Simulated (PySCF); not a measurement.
## Ni⁺ (nickel, charge +1) across methods

[Ar] 3d9, 2D determinant. Calculation: PySCF 2.14, in x2c-TZVPPall with one added diffuse shell each of s, p, d, f type (7s6p5d3f1g, 80 functions); scalar relativity by spin-free X2C-1e.

```json
{"method": "PW91", "E (hartree)": "-1520.411", "mean ε 3p β (eV)": "-74.479", "mean ε 3d α (eV)": "-13.699", "mean ε 3d β (eV)": "-12.795", "Σ⟨r²⟩ (bohr²)": "20.58", "⟨S²⟩": "0.820"}
{"method": "PBE", "E (hartree)": "-1520.028", "mean ε 3p β (eV)": "-74.398", "mean ε 3d α (eV)": "-13.607", "mean ε 3d β (eV)": "-12.691", "Σ⟨r²⟩ (bohr²)": "20.58", "⟨S²⟩": "0.821"}
{"method": "TPSS", "E (hartree)": "-1520.296", "mean ε 3p β (eV)": "-74.909", "mean ε 3d α (eV)": "-13.518", "mean ε 3d β (eV)": "-12.624", "Σ⟨r²⟩ (bohr²)": "20.57", "⟨S²⟩": "0.857"}
{"method": "UHF", "E (hartree)": "-1518.78735", "mean ε 3p β (eV)": "-91.087", "mean ε 3d α (eV)": "-21.525", "mean ε 3d β (eV)": "-19.955", "Σ⟨r²⟩ (bohr²)": "19.20", "⟨S²⟩": "0.753"}
{"method": "wB97X-V", "E (hartree)": "-1520.122", "mean ε 3p β (eV)": "-80.738", "mean ε 3d α (eV)": "-18.093", "mean ε 3d β (eV)": "-17.117", "Σ⟨r²⟩ (bohr²)": "20.11", "⟨S²⟩": "0.751"}
{"method": "PBE0", "E (hartree)": "-1520.027", "mean ε 3p β (eV)": "-78.653", "mean ε 3d α (eV)": "-15.590", "mean ε 3d β (eV)": "-14.539", "Σ⟨r²⟩ (bohr²)": "20.02", "⟨S²⟩": "0.757"}
{"method": "LDA", "E (hartree)": "-1517.495", "mean ε 3p β (eV)": "-74.275", "mean ε 3d α (eV)": "-13.810", "mean ε 3d β (eV)": "-12.855", "Σ⟨r²⟩ (bohr²)": "20.45", "⟨S²⟩": "0.762"}
```

⟨S²⟩ = 0.82 against 0.75 shows spin contamination.
